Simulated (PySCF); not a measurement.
Ti(Me)2(H)2 (C2H8Ti), SMILES [TiH2]([CH3])[CH3], multiplicity 1. Atoms are numbered in the order given.

```xyz
11

Ti     0.0000     0.0000    -0.4633
C     -1.6874     0.0000     0.6721
H     -2.2568    -0.9092     0.3695
H     -1.5192     0.0000     1.7686
H     -2.2568     0.9092     0.3695
C      1.6874     0.0000     0.6721
H      2.2568    -0.9092     0.3695
H      2.2568     0.9092     0.3695
H      1.5192     0.0000     1.7686
H      0.0000    -1.4173    -1.4434
H      0.0000     1.4173    -1.4434
```
Charge 0, spin multiplicity 1.

Coordinates come from a PBE-D3(BJ)/def2-SVP optimisation. The multiplicity is an assumed one; no other spin state was optimised. The structure was generated by enumeration; whether it is a known compound was not checked.

Level of theory: PBE-D3(BJ)/def2-SVP (PySCF).

Frequencies are harmonic and unscaled.

Q: Give all harmonic wavenumbers and intensities. (An estimate is asked for; the answer gives what the named calculation found.)

A: 
```json
[
 {"mode": "1", "ν (cm⁻¹)": "97", "IR (km/mol)": "0.0", "moving atoms (share of kinetic energy)": "H 99 %"},
 {"mode": "2", "ν (cm⁻¹)": "100", "IR (km/mol)": "0.3", "moving atoms (share of kinetic energy)": "H 91 %"},
 {"mode": "3", "ν (cm⁻¹)": "156", "IR (km/mol)": "0.2", "moving atoms (share of kinetic energy)": "C 44 %, H 37 %, Ti 19 %"},
 {"mode": "4", "ν (cm⁻¹)": "250", "IR (km/mol)": "2.8", "moving atoms (share of kinetic energy)": "H 97 %"},
 {"mode": "5", "ν (cm⁻¹)": "303", "IR (km/mol)": "0.0", "moving atoms (share of kinetic energy)": "H 93 %"},
 {"mode": "6", "ν (cm⁻¹)": "317", "IR (km/mol)": "0.1", "moving atoms (share of kinetic energy)": "H 91 %, C 9 %"},
 {"mode": "7", "ν (cm⁻¹)": "419", "IR (km/mol)": "0.0", "moving atoms (share of kinetic energy)": "H 64 %, C 36 %"},
 {"mode": "8", "ν (cm⁻¹)": "461", "IR (km/mol)": "38.4", "moving atoms (share of kinetic energy)": "H 72 %, C 18 %, Ti 9 %"},
 {"mode": "9", "ν (cm⁻¹)": "486", "IR (km/mol)": "0.2", "moving atoms (share of kinetic energy)": "H 61 %, C 33 %"},
 {"mode": "10", "ν (cm⁻¹)": "533", "IR (km/mol)": "0.0", "moving atoms (share of kinetic energy)": "H 91 %, C 9 %"},
 {"mode": "11", "ν (cm⁻¹)": "552", "IR (km/mol)": "0.1", "moving atoms (share of kinetic energy)": "H 58 %, C 34 %, Ti 8 %"},
 {"mode": "12", "ν (cm⁻¹)": "607", "IR (km/mol)": "147.5", "moving atoms (share of kinetic energy)": "H 75 %, C 14 %, Ti 11 %"},
 {"mode": "13", "ν (cm⁻¹)": "608", "IR (km/mol)": "232.2", "moving atoms (share of kinetic energy)": "H 55 %, Ti 26 %, C 19 %"},
 {"mode": "14", "ν (cm⁻¹)": "1052", "IR (km/mol)": "19.8", "moving atoms (share of kinetic energy)": "H 72 %, C 27 %"},
 {"mode": "15", "ν (cm⁻¹)": "1058", "IR (km/mol)": "1.2", "moving atoms (share of kinetic energy)": "H 74 %, C 25 %"},
 {"mode": "16", "ν (cm⁻¹)": "1321", "IR (km/mol)": "1.8", "moving atoms (share of kinetic energy)": "H 94 %"},
 {"mode": "17", "ν (cm⁻¹)": "1322", "IR (km/mol)": "0.0", "moving atoms (share of kinetic energy)": "H 94 %"},
 {"mode": "18", "ν (cm⁻¹)": "1324", "IR (km/mol)": "21.1", "moving atoms (share of kinetic energy)": "H 94 %"},
 {"mode": "19", "ν (cm⁻¹)": "1325", "IR (km/mol)": "14.6", "moving atoms (share of kinetic energy)": "H 94 %"},
 {"mode": "20", "ν (cm⁻¹)": "1615", "IR (km/mol)": "305.8", "moving atoms (share of kinetic energy)": "H 97 %"},
 {"mode": "21", "ν (cm⁻¹)": "1641", "IR (km/mol)": "204.7", "moving atoms (share of kinetic energy)": "H 99 %"},
 {"mode": "22", "ν (cm⁻¹)": "2926", "IR (km/mol)": "4.5", "moving atoms (share of kinetic energy)": "H 98 %"},
 {"mode": "23", "ν (cm⁻¹)": "2928", "IR (km/mol)": "2.0", "moving atoms (share of kinetic energy)": "H 98 %"},
 {"mode": "24", "ν (cm⁻¹)": "3034", "IR (km/mol)": "0.0", "moving atoms (share of kinetic energy)": "H 91 %, C 9 %"},
 {"mode": "25", "ν (cm⁻¹)": "3034", "IR (km/mol)": "0.4", "moving atoms (share of kinetic energy)": "H 91 %, C 9 %"},
 {"mode": "26", "ν (cm⁻¹)": "3074", "IR (km/mol)": "0.1", "moving atoms (share of kinetic energy)": "H 91 %, C 9 %"},
 {"mode": "27", "ν (cm⁻¹)": "3078", "IR (km/mol)": "0.5", "moving atoms (share of kinetic energy)": "H 91 %, C 9 %"}
]
```
